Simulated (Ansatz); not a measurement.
Input for Ansatz (a quantum-chemistry and plane-wave program): R-PBE0/def2-TZVPPD on CH8OSi (a complex). Files ending in .json are basis or fitting sets from the Basis Set Exchange.

Ansatz 0.2 input:
```yaml
crystal:
  periodic: [false, false, false]
  atoms:
    - {symbol: Si, position_ang: [-0.17894057, -0.14022198, 0.27364835]}
    - {symbol: H, position_ang: [-1.13385649, -0.88963971, 1.11926127]}
    - {symbol: H, position_ang: [-0.32352434, 1.31513495, 0.49873643]}
    - {symbol: H, position_ang: [-0.51249443, -0.41717437, -1.14717978]}
    - {symbol: H, position_ang: [1.20733477, -0.58065471, 0.52665788]}
    - {symbol: C, position_ang: [-0.25467941, -0.41679680, 4.06922944]}
    - {symbol: O, position_ang: [0.42933530, 0.47987417, 3.20191173]}
    - {symbol: H, position_ang: [-0.13983939, -0.13341228, 5.12028306]}
    - {symbol: H, position_ang: [0.19475434, -1.39754909, 3.92330855]}
    - {symbol: H, position_ang: [-1.32065063, -0.48560422, 3.82979900]}
    - {symbol: H, position_ang: [0.05010405, 1.35907249, 3.29937437]}
basis:
  gaussian:
    orbitals: def2-TZVPPD.json
hamiltonian:
  xc: {name: PBE0}
scf: {lower_state_search: off}
```

**Question.** What total energy does the run end on?

**Answer.** -407.3999 hartree.
